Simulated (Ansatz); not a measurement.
Ligand exchange: KOH + C2H7BS → KSH + C2H7BO

Gas-phase species: KOH `[OH][K]`, singlet; C2H7BS `CCBS`, singlet; KSH `[SH][K]`, singlet; C2H7BO `CCBO`, singlet. The partners trade OH for SH: K–OH and B–SH bonds give way to K–SH and B–OH.

Shapes, held fixed at every level: PBE0-D4/def2-TZVP. Flexible molecules stand in one conformer, not always the lowest. Programs: Ansatz 0.2.0. The zero-point and thermal change to 298 K, harmonic and unscaled (PBE0-D4/def2-TZVP), is +2.3 kJ/mol.

```json
{"level": "PBE-D4/def2-TZVPP", "kind": "GGA", "ΔH(298 K) (kJ/mol)": "-99.2", "less CCSD(T)/def2-TZVPP": "+14.5"}
{"level": "B3LYP-D4/def2-TZVPP", "kind": "global hybrid", "ΔH(298 K) (kJ/mol)": "-107.7", "less CCSD(T)/def2-TZVPP": "+6.0"}
{"level": "wB97M-V/def2-TZVPP", "kind": "range-separated hybrid", "ΔH(298 K) (kJ/mol)": "-112.8", "less CCSD(T)/def2-TZVPP": "+0.9"}
{"level": "B2PLYP/def2-TZVPP", "kind": "double hybrid", "ΔH(298 K) (kJ/mol)": "-109.5", "less CCSD(T)/def2-TZVPP": "+4.2"}
{"level": "MP2/def2-SVP", "kind": "perturbation theory", "ΔH(298 K) (kJ/mol)": "-120.4", "less CCSD(T)/def2-TZVPP": "-6.7"}
{"level": "CCSD/def2-TZVPP", "kind": "coupled cluster or CI", "ΔH(298 K) (kJ/mol)": "-117.9", "less CCSD(T)/def2-TZVPP": "-4.2"}
{"level": "CCSD(T)/def2-TZVPP", "kind": "coupled cluster or CI", "ΔH(298 K) (kJ/mol)": "-113.7", "less CCSD(T)/def2-TZVPP": "0.0"}
```

The highest level, CCSD(T)/def2-TZVPP, gives ΔH(298 K) = -113.7 kJ/mol; the levels span -120.4 to -99.2. The column of differences is taken from that level and isn't an error. No measured value is set beside it here. Outer-core shells of K are correlated, in sets that cover them unevenly. Sets without diffuse functions underbind ionic bonds of s-block metals.
